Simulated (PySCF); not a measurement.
Structure with atom numbers: `[SiH3:1][O:2][C:3]1=[CH:4][O:5][AlH2-:6][O+:7]=[CH:8]1`; H(Xn) means a hydrogen on atom n.

Geometry: PBE0-D3(BJ)/def2-SVP; GIAO absolute shieldings from PySCF 2.14, gas phase, non-relativistic, averaged over equivalent atoms.

At PBE0/pcSseg-1 (185 basis functions, 29 s wall time on 1 thread of an Arm Neoverse V1, shared host):
```
      atoms  σ (ppm)
        Si1    387.3
      O5/O7     45.3
         O2    299.3
      C4/C8      2.9
         C3     41.6
        Al6    441.2
H(C4)/H(C8)    23.04
     H(Si1)    26.28
     H(Al6)    26.90
```

Problem. Predict the values at KT2/pcSseg-1 on the same geometry.

Solution. 
```tsv
atoms	σ at KT2/pcSseg-1	change
Si1	395.1	+7.8
O5/O7	52.5	+7.2
O2	287.0	-12.3
C4/C8	16.8	+13.9
C3	45.8	+4.2
Al6	439.5	-1.7
H(C4)/H(C8)	23.16	+0.12
H(Si1)	26.08	-0.20
H(Al6)	26.64	-0.26
```

The largest change is at C4/C8 (alkene carbon bearing oxygen). Cost: 185 basis functions, 37 s wall time on 1 thread of an Arm Neoverse V1, shared host.

The carbons averaged at δ 181.5 differ by 11 ppm in this conformer.
